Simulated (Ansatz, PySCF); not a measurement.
Pulling on the O2–H3 bond in HLiO (SMILES [Li][OH]) (multiplicity 1 held, fragments rigid). Energies count from the point at 0.951 Å.
Geometry at that point (charge 0, multiplicity 1):
```xyz
3

Li     0.0000     0.0000    -1.2587
O      0.0000     0.0000     0.3139
H      0.0000     0.0000     1.2652
```

R- and RO- levels are restricted; in cc, def2 and unpolarised 6-31G sets they are followed outwards from rest. Unrestricted levels (U-) break spin symmetry where that is lower. Left out are points that failed, MP2 points that dive below the minimum, coupled-cluster points behind a jump of the amplitudes or a sharp parting from full CI or MRCI, small-basis points behind a change of solution, and semi-empirical points at long bonds. Levels need not reach the same state.

Frozen-core correlation. Rows in 6-31G* carry no dispersion term and start afresh at each structure (6-31G* with six Cartesian d functions).

Programs: Ansatz (Gaussian basis) for Hartree–Fock, density functionals and correlated methods; PySCF for 6-31G* rows. Each number belongs to the level named beside it.

Energies in kcal/mol.

```
R (Å)  R-BP86/6-31G*  R-r2SCAN/aug-cc-pVTZ  R-B3LYP/6-31G*  R-B3LYP/aug-cc-pVTZ  U-CCSD/aug-cc-pVTZ  U-CCSD(T)/aug-cc-pVTZ
-----  -------------  --------------------  --------------  -------------------  ------------------  ---------------------
0.761           42.0            (withheld)            40.0                 37.2                36.8                   37.5
0.856            9.3                   7.2             8.3                  7.3                 7.0                    7.3
0.951            0.0                   0.0             0.0                  0.0                 0.0                    0.0
1.046            2.9                   4.7             3.9                  4.7                 5.1                    4.7
1.142           12.0                  15.5            13.9                 15.4                16.2                   15.4
1.284           30.3            (withheld)            33.4                 36.1                37.3                   35.9
1.427           49.5            (withheld)            53.8                 57.7                59.1                   57.3
1.665           78.6                  90.4            84.7                 90.2                91.1                   87.9
1.903          102.2                 116.5           109.9                116.4               112.9                  110.5
2.188          123.4                 139.7           133.0                140.0               127.3                  129.1
2.569       left out                 160.1           154.2                161.2            left out               left out
3.044       left out                 174.5        left out                176.8            left out               left out
```

Task: Complete the blanks.

Result: 
- 1.427, R-r2SCAN/aug-cc-pVTZ: 57.8
- 0.761, R-r2SCAN/aug-cc-pVTZ: 37.1
- 1.284, R-r2SCAN/aug-cc-pVTZ: 36.2

Doubts at one or more of the structures used: a restricted determinant that unrestricted orbitals would lower (R-BP86/6-31G*, R-r2SCAN/aug-cc-pVTZ, R-B3LYP/6-31G*, R-B3LYP/aug-cc-pVTZ); a spin-contaminated determinant (U-CCSD/aug-cc-pVTZ, U-CCSD(T)/aug-cc-pVTZ); T1 above 0.05 (U-CCSD/aug-cc-pVTZ, U-CCSD(T)/aug-cc-pVTZ).

Ansatz is a first-principles code.
